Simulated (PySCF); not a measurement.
Screening by computed properties: pick the candidate that meets the target.

All species are isolated and taken at one optimised geometry, non-relativistic unless stated. Electronic properties by PySCF.

Dipoles, sizes and rotational constants follow the conformer. The torsions of the flexible species, by atom-mapped SMILES:
- `[CH3:1][O:2][CH2:3][CH2:4][O:5][SiH2:6][C:7]#[N:8]`: C1–O2–C3–C4 174°, O2–C3–C4–O5 -58°, C3–C4–O5–Si6 36°, C4–O5–Si6–C7 56°
- `[O:1]=[CH:2][NH:3][CH:4]=[O:5]`: O1–C2–N3–C4 0°, C2–N3–C4–O5 0°
- `[CH2:1]=[CH:2][c:3]1[s:4][cH:5][p:6][c:7]1[CH3:8]`: C1–C2–C3–S4 4°
- `[CH3:1][NH:2][NH:3][SiH3:4]`: C1–N2–N3–Si4 -64°
- `[CH3:1][O:2][SiH2:3][O:4][CH2:5][CH2:6][C:7]#[N:8]`: C1–O2–Si3–O4 177°, O2–Si3–O4–C5 54°, Si3–O4–C5–C6 -169°, O4–C5–C6–C7 -178°
- `[H]/[N:1]=[CH:2]\[C:3](=[O:4])[OH:5]`: N1–C2–C3–O4 0°, H–O5–C3–C2 180°

The conformers of `FC1[SiH2]C[SiH2]C[SiH2]1` aren't listed.

Question: Wanted: lowest singlet excitation above 7.1 eV (TDDFT wB97X-D/def2-SVPD) and static isotropic polarisability above 50 au (wB97X-D/def2-SVPD), at GFN2-xTB geometries. Which candidate meets both?
A. `FC1[SiH2]C[SiH2]C[SiH2]1`
B. `C=Cc1scpc1C`
C. `C(O[SiH2]C#N)COC`
D. `O=CNC=O`
E. `C#CC#CC#CC#CC#N`
F. `CNN[SiH3]`

Answer: A. Computed values:
```
                 species  lowest singlet excitation  static isotropic polarisability
         C#CC#CC#CC#CC#N                    2.88 eV                         172.6 au
             C=Cc1scpc1C                    4.24 eV                         115.8 au
                 O=CNC=O                    4.50 eV                          39.7 au
               CNN[SiH3]                    5.77 eV                          57.8 au
        C(O[SiH2]C#N)COC                    7.02 eV                          82.7 au
FC1[SiH2]C[SiH2]C[SiH2]1                    7.14 eV                         110.4 au
```

Question: Wanted: lowest triplet excitation (Tamm–Dancoff) below 2.5 eV (TDA wB97X-D/def2-SVPD) and HOMO energy above -9.4 eV (wB97X-D/def2-SVPD), at GFN2-xTB geometries. Which candidate meets both?
A. `C=Cc1scpc1C`
B. `C#CC#CC#CC#CC#N`
C. `COCCO[SiH2]C#N`
D. `CNN[SiH3]`
E. `CO[SiH2]OCCC#N`
F. `N(C=O)C=O`

Answer: B. Computed values:
```csv
species,lowest triplet excitation (Tamm–Dancoff),HOMO energy
C#CC#CC#CC#CC#N,2.36 eV,-9.11 eV
C=Cc1scpc1C,2.67 eV,-8.16 eV
N(C=O)C=O,4.05 eV,-9.64 eV
CNN[SiH3],5.58 eV,-8.27 eV
COCCO[SiH2]C#N,6.08 eV,-10.20 eV
CO[SiH2]OCCC#N,6.62 eV,-10.34 eV
```

Question: Wanted: electronic spatial extent ⟨r²⟩ about the centre of nuclear charge between 400 bohr² and 1000 bohr² (wB97X-D/def2-SVPD) and smallest rotational constant above 1 GHz (GFN2-xTB), at GFN2-xTB geometries. Which candidate meets both?
A. `C(#N)[SiH2]OCCOC`
B. `C#CC#CC#CC#CC#N`
C. `CNN[SiH3]`
D. `[H]/N=C\C(=O)O`
E. `O=CNC=O`
F. `O([SiH2]OCCC#N)C`
G. `C=Cc1scpc1C`

Answer: C. Computed values:
| species | electronic spatial extent ⟨r²⟩ about the centre of nuclear charge | smallest rotational constant |
| --- | --- | --- |
| O=CNC=O | 366 bohr² | 3.266 GHz |
| [H]/N=C\C(=O)O | 377 bohr² | 3.143 GHz |
| CNN[SiH3] | 479 bohr² | 2.902 GHz |
| C(#N)[SiH2]OCCOC | 1193 bohr² | 1.063 GHz |
| C=Cc1scpc1C | 1311 bohr² | 0.858 GHz |
| O([SiH2]OCCC#N)C | 1920 bohr² | 0.563 GHz |
| C#CC#CC#CC#CC#N | 3278 bohr² | 0.294 GHz |

Question: Wanted: HOMO–LUMO gap above 11 eV (wB97X-D/def2-SVPD) and dipole moment below 4.7 D (wB97X-D/def2-SVPD), at GFN2-xTB geometries. Which candidate meets both?
A. `C=CC1=C(C)P=CS1`
B. `O=C(/C=N\[H])O`
C. `O=CNC=O`
D. `O(CCOC)[SiH2]C#N`
E. `C(CO[SiH2]OC)C#N`

Answer: E. Computed values:
| species | HOMO–LUMO gap | dipole moment |
| --- | --- | --- |
| C=CC1=C(C)P=CS1 | 8.03 eV | 1.39 D |
| O=C(/C=N\[H])O | 9.81 eV | 2.37 D |
| O=CNC=O | 10.14 eV | 5.78 D |
| O(CCOC)[SiH2]C#N | 11.52 eV | 4.92 D |
| C(CO[SiH2]OC)C#N | 12.19 eV | 4.57 D |
